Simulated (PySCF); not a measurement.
# Frontier orbitals and the lowest excitations

Compound: In(SiH3)3.
Cartesian coordinates in Å at the PBE0-D3(BJ)/def2-SVP level; atoms count from 1:
```
atom  x, y, z in Å
In1   -0.0009   -0.0124    0.0125
Si2    2.5926    0.0130   -0.0279
H3     3.1791    1.3884    0.0446
H4     3.0894   -0.6266   -1.2899
H5     3.1446   -0.7810    1.1176
Si6   -1.2976    2.2360    0.0182
H7    -0.8098    3.1230    1.1235
H8    -2.7784    2.0816    0.1724
H9    -1.0475    2.9582   -1.2721
Si10  -1.2895   -2.2644    0.0249
H11   -0.4040   -3.4688   -0.0520
H12   -2.2443   -2.3237   -1.1292
H13   -2.1030   -2.3752    1.2796
```

Method: TDDFT CAM-B3LYP/def2-SVPD, vertical, gas phase, core orbitals frozen in the response, def2 core potentials past Kr (PySCF). Spin–orbit coupling is left out.

Frontier orbitals with the atoms that hold most of them (Löwdin shares over 4%, at most four atoms; ? is withheld):

```
orbital  ε (eV)                                atoms
 HOMO-3  -11.12     Si2 22%, Si6 22%, H9 14%, H4 13%
 HOMO-2  -11.06   Si2 16%, Si6 16%, Si10 14%, H3 12%
 HOMO-1   -8.21   Si10 31%, In1 28%, Si2 12%, Si6 8%
   HOMO   -8.19     In1 28%, Si6 26%, Si2 22%, H8 4%
   LUMO       ?                                    ?
 LUMO+1    0.19  In1 41%, Si10 11%, Si6 11%, Si2 11%
 LUMO+2    0.74  In1 32%, Si6 15%, Si10 15%, Si2 15%
```

(1) Give the leading atoms of the LUMO.

(2) What is the LUMO energy, and the HOMO–LUMO gap?

## Answers

(1) In1 (bonded to 3 Si) 58%; Si2 (bonded to In and 3 H) 11%; Si10 (bonded to In and 3 H) 11%; Si6 (bonded to In and 3 H) 11%. By element: indium 58%, silicon 34%.

(2) ε(LUMO) = -1.60 eV; the gap is 6.59 eV (0.2423 hartree).

Problem. How does S1 compare with the orbital gap of 6.59 eV?

Solution. S1 is at 3.39 eV (f = 0.0000), 3.20 eV below the gap, made of HOMO→LUMO (99%). Without the coupling terms of the response equations the lowest excitation would equal the gap.

Next come S2 at 3.41 eV (f 0.0000), HOMO-1→LUMO (99%); S3 at 5.91 eV (f 0.298), HOMO→LUMO+1 (91%); S4 at 5.93 eV (f 0.309), HOMO-1→LUMO+1 (91%); S5 at 5.99 eV (f 0.0008), HOMO-1→LUMO+3 (43%), HOMO→LUMO+4 (43%).

Orbitals of the list HOMO-3 to LUMO+2 that lie within 0.01 eV of each other are written together with a slash and their weights summed (≥ marks a lower bound); for degenerate orbitals outside that list single weights are arbitrary.
